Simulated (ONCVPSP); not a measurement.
# Which change was made? (Ir, ONCV)

- Element: Ir
- Generator: ONCVPSP 4.0.1
- Type: optimised norm-conserving Vanderbilt (ONCV)
- Functional: PBE
- Relativity: fully relativistic
- Frozen core: [Xe] 4f14
- Valence charge: 9
- Reference configuration: 5d7 6s0.5 (charge +1.5)
- Partial waves: 6s: rc 2.45 bohr, ncon 4, nbas 8, qcut 2.4 1/bohr, 3 projectors, debl 2.8 Ha; p scattering state at 0.14 Ha: rc 2.20 bohr, ncon 4, nbas 8, qcut 4 1/bohr, 2 projectors, debl 4 Ha; 5d: rc 2.25 bohr, ncon 4, nbas 8, qcut 6.9 1/bohr, 3 projectors, debl 2.2 Ha
- Local potential: polynomial inside 1.50 bohr (lpopt 3, dvloc0 -1 Ha)
- Core correction: Teter function, fcfact 5.5, rcfact 1.55

Open shells are filled in proportion to 2j + 1.

In the p channel the program set the typed energies aside and used 0.050, 4.050 Ha (j = l + 1/2; the other j can differ).

Cutoffs, loose and tight: the cutoffs (Ha) at which the residual kinetic energy of the hardest occupied pseudo-wave falls to 1 and 0.1 mHa per electron. They do not see the model core or the augmentation charge, which bear on the density cutoff. Test errors are all-electron minus pseudo excitation energies from the reference, over the configurations 5d7 6s2; 5d7 6s1; 5d7 6s0; 5d8 6s1; variants that change the core or the reference have their own tests. The largest error is taken over the tests solved by every variant that gives reliable tests at all, those not shown here included: 5d7 6s1; 5d7 6s2; 5d8 6s1.

The base gives: outcome: generated, projector energies reset by the program; cutoff, loose: 16 Ha; cutoff, tight: 27 Ha; bound ghosts: none; GHOST(+) flags above zero: s, p3/2, d5/2, p1/2; largest test error (meV): -138.

After one change the result is: outcome: generated, projector energies reset by the program; cutoff, loose: 16 Ha; cutoff, tight: 27 Ha; bound ghosts: none; GHOST(+) flags above zero: s, p3/2, d5/2, p1/2; largest test error (meV): +32. Which change was it?
A. core correction none
B. s: qcut 2.1; p: qcut 3.6; d: qcut 6.2
C. reference 5d7; wave 6s: rc 2.45 bohr, ncon 4, nbas 8, qcut 2.4 1/bohr, 3 projectors, debl 2.8 Ha becomes s scattering state at 0.02 Ha: rc 2.45 bohr, ncon 4, nbas 8, qcut 2.4 1/bohr, 3 projectors, debl 2.8 Ha

A. The others give: reference 5d7; wave 6s: rc 2.45 bohr, ncon 4, nbas 8, qcut 2.4 1/bohr, 3 projectors, debl 2.8 Ha becomes s scattering state at 0.02 Ha: rc 2.45 bohr, ncon 4, nbas 8, qcut 2.4 1/bohr, 3 projectors, debl 2.8 Ha → outcome: generated, projector energies reset by the program; cutoff, loose: 16 Ha; cutoff, tight: 19 Ha; bound ghosts: none; GHOST(+) flags above zero: s, p3/2, d5/2, p1/2; largest test error (meV): -263 | s: qcut 2.1; p: qcut 3.6; d: qcut 6.2 → outcome: generated, projector energies reset by the program; cutoff, loose: 22 Ha; cutoff, tight: 29 Ha; bound ghosts: none; GHOST(+) flags above zero: s, p3/2, p1/2; largest test error (meV): -130.
